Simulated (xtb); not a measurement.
A run for xtb: GFN1-xTB on TaB, 2S+1 = 3, a spin state set in the input, which need not be the lowest, a point of a bond scan (R = 1.888 Å).

```
$ xtb mol.xyz --gfn 1 --sp --chrg 0 --uhf 2
2

Ta     0.00000000     0.00000000     0.00000000
B      0.00000000     0.00000000     1.88790100
```

**Question.** Give the final energy of this run.

**Answer.** -3.1345 hartree.
